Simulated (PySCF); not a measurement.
Compound: C6H15OP.
Structure used (PBE0-D3(BJ)/def2-SVP), in Å, numbered top down from 1:
```
atom  x, y, z in Å
C1     2.598    0.605    0.457
C2     1.663   -0.119   -0.501
P3     0.051   -0.485    0.277
O4     0.180   -1.244    1.566
C5    -0.893   -1.388   -1.000
C6    -2.298   -1.738   -0.527
C7    -0.794    1.122    0.502
C8    -1.001    1.981   -0.736
H9     2.633    0.075    1.420
H10    2.262    1.636    0.653
H11    3.619    0.661    0.054
H12    1.514    0.436   -1.442
H13    2.078   -1.104   -0.774
H14   -0.899   -0.817   -1.943
H15   -0.310   -2.306   -1.184
H16   -2.939   -0.846   -0.454
H17   -2.788   -2.441   -1.217
H18   -2.255   -2.206    0.468
H19   -0.206    1.649    1.271
H20   -1.751    0.873    0.990
H21   -1.517    2.919   -0.482
H22   -0.046    2.253   -1.211
H23   -1.614    1.468   -1.493
```

The closed-shell ground state was solved at several levels (PySCF, density fitting, gas phase, non-relativistic).

```tsv
level	basis functions	HOMO (eV)	LUMO (eV)	gap (eV)	dipole (D)
PBE0/6-31G	106	-6.74	1.75	8.49	4.81
PBE0/6-31G*	146	-6.94	1.82	8.76	4.11
PBE0/STO-3G	59	-2.01	7.28	9.29	2.95
PBE0/6-311+G(2d,p)	314	-7.25	-0.13	7.12	4.30
B97-D/pcSseg-1	218	-5.70	0.20	5.90	4.02
```

Q: Estimate the row for BHandHLYP/pcSseg-1, a basis of 218 functions; the other rows only guide the guess.

A: HOMO -8.55 eV, LUMO 1.53 eV, gap 10.08 eV, dipole 4.39 D.

Q: Over all these levels, which gives the widest orbital gap and which the narrowest?

A: BHandHLYP/pcSseg-1 (global hybrid, 50 % exact exchange) has the widest, 10.08 eV, and B97-D/pcSseg-1 (GGA) the narrowest, 5.90 eV. The two share the basis. From the narrowest to the widest the HOMO moves by -2.85 eV and the LUMO by +1.33 eV.

Q: How much does the basis alone move the frontier levels among the 4 PBE0 rows?

A: The HOMO by 5.24 eV and the LUMO by 7.41 eV. By rising basis size (HOMO, LUMO in eV): STO-3G -2.01, 7.28; 6-31G -6.74, 1.75; 6-31G* -6.94, 1.82; 6-311+G(2d,p) -7.25, -0.13.

Q: How far do the dipole and the HOMO energy spread over the levels?

A: The dipole runs from 2.95 to 4.81 D (mean 4.10 D) and the HOMO from -8.55 to -2.01 eV.

One conformer stands for the species.
